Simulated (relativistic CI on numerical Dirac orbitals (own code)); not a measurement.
**d1 to d9 in one octahedral field**

Computed with a parametric ligand-field model without spin-orbit coupling, by exact diagonalisation: B = 390, C = 1490, 10Dq = 34500 cm⁻¹ (Oh; |10Dq|/B = 88.5) for every shell. Energies in cm⁻¹; the field energy is (0.6 n_e − 0.4 n_t2) × 10Dq of the ground term; g labels are left out. So small a B with so large a field is typical of 4d and 5d ions, where spin-orbit coupling, left out here, reaches 1,000 to 4,000 cm⁻¹.

```
Shell  Ground term  Electrons in e  Field energy  First spin-allowed bands  Lowest term of other spin
   d1          2T2           0.000        -13800                  2E 34500                           
   d2          3T1           0.004        -27471      3T2 33474, 3T1 38297                   1T2 5410
   d3          4A2           0.000        -41400      4T2 34500, 4T1 39004                    2E 7683
   d4          3T1           0.006        -54999       3E 32918, 3T1 33274                   1T2 4840
   d5          2T2           0.012        -68595      2A2 32251, 2T1 32395                  4T1 26985
   d6            ?               ?             ?                         ?                          ?
   d7           2E           1.005        -61913      2T1 33206, 2T2 33596                  4T1 27053
   d8          3A2           2.000        -41400      3T2 34500, 3T1 39004                    1E 6074
   d9           2E           3.000        -20700                 2T2 34500
```

Fill in the row of d6.

Ground term: 1A1; Electrons in e: 0.009; Field energy: -82493; First spin-allowed bands: 1T1 33279, 1T2 39137; Lowest term of other spin: 3T1 30174. Low spin: d4, d5, d6, d7; the other shells keep the spin of the free ion. Only d4 to d7 can choose; the field needed to pair spins is smallest for d6 and largest for d5, which loses most exchange energy. In the strong-field picture 10Dq must exceed about 6B + 5C = 9790 (d4), 7.5B + 5C = 10375 (d5), 2.5B + 4C = 6935 (d6) and 4B + 4C = 7520 (d7); mixing of terms shifts these bounds somewhat.
